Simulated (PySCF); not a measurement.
## Core-level binding energies of SiEt2H2

Compound: SiEt2H2, C₄H₁₂Si.
Geometry (PBE0-D3(BJ)/def2-SVP, Å), atoms numbered from 1 in this order:
```xyz
17
C4H12Si angstrom
Si    -0.392    0.006   -0.272
C     -0.427   -0.023    1.616
C     -1.823    0.084    2.221
H      0.216    0.799    1.978
H      0.066   -0.954    1.945
H     -1.797    0.056    3.322
H     -2.320    1.023    1.928
H     -2.473   -0.741    1.888
C      1.375   -0.046   -0.934
C      1.481   -0.040   -2.456
H      1.864   -0.944   -0.515
H      1.918    0.815   -0.505
H      2.529   -0.067   -2.794
H      0.972   -0.910   -2.900
H      1.021    0.861   -2.890
H     -1.078    1.246   -0.767
H     -1.162   -1.166   -0.805
```

Method: delta-SCF UKS SCAN, pcX-2 on the ionised atom, pcseg-1 elsewhere, spin-free X2C (PySCF 2.14.0). Vertical ΔSCF values, vacuum level as zero.

**Question.** Give the core binding energies atom by atom.

**Answer.** 
```tsv
atom(s)	bonded to	level	binding energy (eV)	2p1/2 (eV)	above the level's lowest (eV)	count
Si1	2 C and 2 H	Si 2p3/2	106.06	106.68	0.00	1
Si1	2 C and 2 H	Si 1s	1845.81	–	0.00	1
C2/C9	C, 2 H and Si	C 1s	290.04	–	0.00	2
C3/C10	C and 3 H	C 1s	290.59	–	+0.55	2
```

Lowest listed C 1s: C2/C9, bonded to C, 2 H and Si. Highest, 0.55 eV above it: C3/C10, bonded to C and 3 H.

**Question.** Which effective nuclear charge Zeff reproduces each element's mean 1s value in the hydrogen-like formula E = 13.606 eV × Zeff²?

**Answer.** C (Z = 6): mean 290.3 eV, Zeff = 4.62, Z − Zeff = 1.38; Si (Z = 14): mean 1845.8 eV, Zeff = 11.65, Z − Zeff = 2.35. Means run over the listed sites, weighted by atom count.

**Question.** Which photon energy gives electrons from C 1s of C3/C10 a kinetic energy of 200 eV, and what is their de Broglie wavelength?

**Answer.** hν = 290.59 + 200 = 490.59 eV, recoil neglected; λ = 12.264 Å/√(E/eV) = 0.87 Å.

Atoms equivalent by their bonding share one computed value, that of the first of them. The 2p values aren't plain energy differences: one relaxed spin-free 2p hole is combined with a matrix within the shell (ground-state 2p orbital-energy differences and spin–orbit coupling). 2p3/2, the mean of its two sublevels, lies a third of the splitting below the shell's mean and 2p1/2 two thirds above it; the statistical areas are 2:1. 2p1/2 minus 2p3/2 (ligand field included): Si 0.62 eV. Isolated species at its PBE0-D3(BJ)/def2-SVP geometry (one conformer only).
